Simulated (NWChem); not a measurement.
System meant: MoNHClF3; SMILES [NH]=[Mo]([F])([F])([F])[Cl]

NWChem input:

```
start job
memory heap 200 mb stack 900 mb global 1100 mb
geometry units angstroms noautoz
  Mo    -0.056177    -0.229672     0.000000
  N     -1.707951    -0.478421     0.000000
  H     -2.717966    -0.611058     0.000000
  F      0.381443    -0.195982     1.793147
  F      0.381443    -0.195982    -1.793147
  F      0.708268    -1.912503     0.000000
  Cl     0.146209     2.053712     0.000000
end
basis spherical
  Mo library def2-svp
  N library def2-svp
  H library def2-svp
  F library def2-svp
  Cl library def2-svp
end
ecp
  Mo library def2-ecp
end
dft
  odft
  mult 2
  xc pbe0
  iterations 150
  mulliken
end
task dft energy
```

End of the output:

```
 Summary of "ao basis" -> "" (spherical)
 ------------------------------------------------------------------------------
       Tag                 Description            Shells   Functions and Types
 ---------------- ------------------------------  ------  ---------------------
 Mo                         def2-svp                11       31   5s3p2d1f
 N                          def2-svp                 6       14   3s2p1d
 H                          def2-svp                 3        5   2s1p
 F                          def2-svp                 6       14   3s2p1d
 Cl                         def2-svp                 8       18   4s3p1d

                                 NWChem DFT Module
                                 -----------------

 Summary of "ao basis" -> "ao basis" (spherical)
 ------------------------------------------------------------------------------
       Tag                 Description            Shells   Functions and Types
 ---------------- ------------------------------  ------  ---------------------
 Mo                         def2-svp                11       31   5s3p2d1f
 N                          def2-svp                 6       14   3s2p1d
 H                          def2-svp                 3        5   2s1p
 F                          def2-svp                 6       14   3s2p1d
 Cl                         def2-svp                 8       18   4s3p1d

      Symmetry analysis of basis
      --------------------------

        a'         72
        a"         38

  number of electrons :                   66
  multiplicity        :                    2
 ------------------------------------------------------------------------
  no. of electrons and multiplicity not compatible                  66
 ------------------------------------------------------------------------
 ------------------------------------------------------------------------
  current input line :
    29: task dft energy
 ------------------------------------------------------------------------
 ------------------------------------------------------------------------
 There is an error in the input file
 ------------------------------------------------------------------------
 For more information see the NWChem manual at https://nwchemgit.github.io

0: no. of electrons and multiplicity not compatible:Received an Error in Communication
```

Can this run be used? If not, why, and what is the fix?

The input was rejected before any calculation. Cause: the multiplicity doesn't fit the number of electrons (an even count wants an odd multiplicity, and the reverse). This input runs:
```
start job
memory heap 200 mb stack 900 mb global 1100 mb
geometry units angstroms noautoz
  Mo    -0.056177    -0.229672     0.000000
  N     -1.707951    -0.478421     0.000000
  H     -2.717966    -0.611058     0.000000
  F      0.381443    -0.195982     1.793147
  F      0.381443    -0.195982    -1.793147
  F      0.708268    -1.912503     0.000000
  Cl     0.146209     2.053712     0.000000
end
basis spherical
  * library def2-svp
end
ecp
  Mo library def2-ecp
end
dft
  xc pbe0
  iterations 150
  mulliken
end
task dft energy
```
It converges to -882.52439 Ha (PBE0/def2-SVP with def2 effective core potentials on Mo).
